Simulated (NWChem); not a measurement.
# C₅H₅N; SMILES C=C=C(C)C#N

All runs: NWChem. Pople sets run with spherical d functions. Geometry: optimised at PBE0/def2-SVP. Level: B3LYP/6-31G* with COSMO at NWChem's default radii, gas-phase geometry; rows give the dielectric constant.

For dielectric constant 2.4:

```
Item                                       Result
-----------------------------------------  ------
electrostatic solvation energy (kcal/mol)    -3.3
dipole in solution (D)                       4.89
```

**Question.** What are these values for dielectric constant 78.4?

**Answer.** The electrostatic solvation energy (kcal/mol) is -6.2 and the dipole in solution (D) is 5.53.
